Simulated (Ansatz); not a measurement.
`[CH3][Ge]([CH3])([F])[Cl]` + `C[SiH](O)N[SiH2]O` → `[CH3][Ge]([CH3])([CH3])[Cl]` + `O[SiH2]N[SiH](O)F`  (redistribution)

Computed with Ansatz on PBE0-D4/def2-TZVP structures; ΔE is electronic, products minus reactants. CCSD(T)/CBS is the MP2 limit (def2-TZVPP, def2-QZVPP) plus CCSD(T) − MP2 in def2-TZVPP, frozen cores. Functionals use def2-TZVPP. For Ge outer-core shells are correlated without core-valence functions, which leaves a few kJ/mol of doubt a bond. Scalar relativity is left out up to krypton. One conformer a species, not always the lowest.

`[CH3][Ge]([CH3])([F])[Cl]`:

Cartesian coordinates in Å:
```
C -1.470 0.537 -0.689
Ge -0.177 -0.269 0.496
C 1.703 -0.132 0.081
F -0.403 0.459 2.060
Cl -0.681 -2.345 0.769
H -1.419 0.069 -1.673
H -2.469 0.396 -0.277
H -1.267 1.605 -0.785
H 1.916 -0.635 -0.862
H 2.280 -0.604 0.876
H 1.988 0.918 0.003
```

`C[SiH](O)N[SiH2]O`:

```xyz
15

C     0.082   -1.723    1.893
Si   -0.369   -0.745    0.386
O    -1.869   -0.122    0.657
N     0.806    0.490    0.066
Si    0.831    1.361   -1.404
O    -0.750    1.678   -1.796
H    -0.681   -2.477    2.100
H     0.152   -1.073    2.770
H     1.040   -2.229    1.759
H    -0.385   -1.576   -0.849
H    -2.133    0.541    0.013
H     1.215    0.953    0.865
H     1.613    2.608   -1.198
H     1.411    0.586   -2.533
H    -0.963    1.727   -2.729
```

`[CH3][Ge]([CH3])([CH3])[Cl]`:

```xyz
14

C     0.950   -1.597   -0.261
Ge    0.104    0.153   -0.322
C    -1.837    0.046   -0.381
C     0.748    1.346    1.073
Cl    0.716    1.052   -2.214
H     0.619   -2.204   -1.104
H     0.686   -2.110    0.667
H     2.034   -1.492   -0.308
H    -2.153   -0.568   -1.225
H    -2.264    1.043   -0.493
H    -2.217   -0.398    0.542
H     0.474    0.957    2.056
H     0.309    2.337    0.951
H     1.833    1.435    1.019
```

`O[SiH2]N[SiH](O)F`:

Z-matrix (Å, degrees):
```
Si
N 1 1.728
O 1 1.643 2 113.3
H 1 1.486 2 105.2 3 -122.6
H 1 1.478 2 111.2 3 116.0
Si 2 1.699 1 129.0 3 -65.9
H 2 1.011 1 115.4 3 113.5
H 3 0.958 1 117.9 2 -53.5
O 6 1.632 2 107.4 1 -145.5
F 6 1.600 2 112.8 1 96.9
H 6 1.475 2 109.5 1 -20.6
H 9 0.958 6 117.8 2 -157.7
```

```csv
level,ΔE (eV)
PBE0-D4,-0.69
ωB97X-V,-0.68
ωB97M-V,-0.71
B2PLYP,-0.75
r2SCAN,-0.68
PBE0,-0.70
MP2/def2-TZVPP,-0.81
MP2/def2-QZVPP,-0.82
```

(1) What does CCSD(T)/CBS give? (Best estimate.)

Largest T1 diagnostic among the species: 0.011.

## Answers

(1) The calculation gave: -0.79 eV. The listed levels differ from it by 0.10, 0.11, 0.08, 0.04, 0.11, 0.09, -0.02, -0.03 eV.

From PBE to PBE0 (25 % exact exchange), in def2-TZVPP and without D4, ΔE moves by −0.06 eV.
